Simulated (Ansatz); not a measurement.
Consider the silylene formation by 1,1-elimination: `C=C[SiH](Cl)Cl` → `Cl[Si]Cl` + ethylene.

Calculated with Ansatz (gas phase, PBE0-D4/def2-TZVP geometries, no zero-point term in ΔE). CBS: MP2 limit from def2 TZ/QZ plus the TZ coupled-cluster correction, frozen cores. This one scheme is used for every species. Functionals use def2-TZVPP. Each species was taken in one conformer, which may not be the lowest.

**Question.** Is it downhill or uphill in electronic energy at CCSD(T)/CBS, and by how much? (Estimate.)

**Answer.** Computed: Uphill: ΔE = +1.64 eV.

**Question.** What do these levels give: PBE-D4, r2SCAN-D4, BHLYP, LC-ωPBE, MP2/def2-SVP, CCSD(T)/def2-TZVPP? (Best estimate.)

**Answer.** The calculation gave: PBE-D4 1.49, r2SCAN-D4 1.73, BHLYP 1.55, LC-ωPBE 1.81, MP2/def2-SVP 1.72, CCSD(T)/def2-TZVPP 1.60 eV.

Largest T1 diagnostic among the species: 0.013.

Leaving LDA and LC-ωPBE aside and taking each functional with its dispersion term where it has one, the values, not all of them listed here, spread over 0.49 eV, from BLYP-D4 to r2SCAN0-D4. LDA lies +0.35 eV from PBE without D4. At CCSD(T), def2-SVP lies −0.14 eV from the extrapolated value and def2-TZVPP −0.04 eV. The D4 term adds +0.17 eV with B3LYP and +0.10 eV with PBE0; it sums over pairs of atoms, weighted by their polarisabilities, and B3LYP, whose exchange is more repulsive, gets the larger term.

B3LYP here is the variant with VWN-RPA as its local correlation; programs differ in this.
